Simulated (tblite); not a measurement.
Compound: C5H14AlN.
Geometry (GFN2-xTB, Å), atoms numbered from 1 in this order:
```xyz
21
C5H14AlN angstrom
C      3.4846   -0.1684    0.3659
C      2.0507   -0.3963   -0.1034
C      1.2914    0.9309   -0.2896
Al    -0.6121    0.7246   -0.8708
N     -1.9420   -0.0006    0.1030
C     -1.8613   -0.5453    1.4438
C     -3.2817   -0.0818   -0.4494
H      4.0293    0.4383   -0.3553
H      3.4957    0.3494    1.3235
H      4.0089   -1.1150    0.4827
H      1.5287   -1.0220    0.6264
H      2.0632   -0.9457   -1.0491
H      1.3779    1.5006    0.6495
H      1.8268    1.5324   -1.0412
H     -1.0697    1.1772   -2.2729
H     -2.1415   -1.6060    1.4608
H     -0.8372   -0.4487    1.8067
H     -2.5282   -0.0102    2.1314
H     -3.6263   -1.1210   -0.5134
H     -3.2659    0.3460   -1.4555
H     -4.0002    0.4785    0.1612
```

Computed values, GFN2-xTB/tblite, gas phase, harmonic and unscaled. The method is semi-empirical: single wavenumbers can be off by several per cent or more. Modes of hydrogen on aluminium can be 10 to 20 % off. One conformer, not necessarily the lowest.

Harmonic wavenumbers (cm⁻¹): 34.8, 42.5, 51.8, 102.9, 122.2, 207.8, 210.5, 230.8, 260.7, 290.5, 313.4, 352.4, 429.5, 503.0, 571.6, 624.0, 728.6, 805.0, 931.8, 966.6, 977.9, 1039.5, 1051.2, 1083.3, 1087.9, 1125.9, 1173.7, 1190.2, 1215.2, 1257.7, 1269.8, 1326.2, 1401.0, 1410.8, 1414.6, 1446.6, 1467.3, 1476.7, 1491.9, 1498.8, 1504.3, 1505.9, 1507.3, 1779.9, 2844.6, 2864.1, 2877.2, 2881.3, 2906.9, 2914.7, 2938.5, 2950.1, 2956.7, 2982.9, 3022.2, 3022.3, 3029.1.

A = 4394, B = 878.9, C = 776.4 MHz; mass 115.094 u (most abundant isotopes); point group C1, symmetry number 1.

What is the zero-point energy?

Half the sum of the wavenumbers: 38837 cm⁻¹ = 111.04 kcal/mol.

What is S at 500 K and 1 bar for an ideal gas of classical rigid rotors and harmonic oscillators?

Translation 42.73, rotation 30.60, vibration 58.96: S = 132.3 cal/(mol K).

And Cp and H(500 K) − H(0)?

Cp = 59.47 cal/(mol K), of which vibrations give 51.52 (their classical limit is 57 R = 113.3); H(500 K) − H(0) = 17.98 kcal/mol without the zero-point energy, 14.01 from vibrations.

What must be added to the electronic energy to get the Gibbs energy at 500 K and 1 bar?

ZPE + [H(500 K) − H(0)] − T·S = 111.04 + 17.98 − 66.15 = 62.87 kcal/mol.

How do the functions run with temperature in this model?

```json
{"T (K)": "150", "S (cal/(mol K))": "83.8", "Cp (cal/(mol K))": "27.4", "H − H(0) (kcal/mol)": "2.76", "G − H(0) (kcal/mol)": "-9.80", "ln q(vib)": "4.80"}
{"T (K)": "250", "S (cal/(mol K))": "99.9", "Cp (cal/(mol K))": "36.3", "H − H(0) (kcal/mol)": "5.95", "G − H(0) (kcal/mol)": "-19.02", "ln q(vib)": "8.15"}
{"T (K)": "298.15", "S (cal/(mol K))": "106.7", "Cp (cal/(mol K))": "40.9", "H − H(0) (kcal/mol)": "7.81", "G − H(0) (kcal/mol)": "-23.99", "ln q(vib)": "9.66"}
{"T (K)": "400", "S (cal/(mol K))": "120.0", "Cp (cal/(mol K))": "50.6", "H − H(0) (kcal/mol)": "12.47", "G − H(0) (kcal/mol)": "-35.54", "ln q(vib)": "12.71"}
{"T (K)": "600", "S (cal/(mol K))": "143.8", "Cp (cal/(mol K))": "67.2", "H − H(0) (kcal/mol)": "24.32", "G − H(0) (kcal/mol)": "-61.98", "ln q(vib)": "18.35"}
{"T (K)": "900", "S (cal/(mol K))": "174.6", "Cp (cal/(mol K))": "84.4", "H − H(0) (kcal/mol)": "47.26", "G − H(0) (kcal/mol)": "-109.88", "ln q(vib)": "26.18"}
```

q(vib) and H(0) count from the zero-point level.

Blend soft modes into free rotors: weight 1/[1 + (100 cm⁻¹/ν̃)⁴] for the oscillator and the rest for a rotor with moment μB/(μ + B), μ = h/(8π²ν), B = 10⁻⁴⁴ kg m². What vibrational entropy results?

52.50 cal/(mol K) in place of 58.96, which changes −T·S at 500 K by +3.23 kcal/mol.

Which modes carry the vibrational entropy at 500 K?

34.8 cm⁻¹: 6.56; 42.5 cm⁻¹: 6.16; 51.8 cm⁻¹: 5.77; 102.9 cm⁻¹: 4.41; 122.2 cm⁻¹: 4.07; 207.8 cm⁻¹: 3.04 cal/(mol K); the other 51 give 28.94 together.

Hindered rotation and anharmonicity are outside this model. Other conformers, if any are populated, would add a mixing term that is left out. The structure is chiral; the term R ln 2 for an equal mix with its mirror image is left out.

Time: 0.83 s of wall time. Hardware: one thread, Arm Neoverse V1 (aarch64), no GPU, shared host with 32 logical CPUs at a one-minute load of 13. This covers the Hessian and the dipole derivatives.
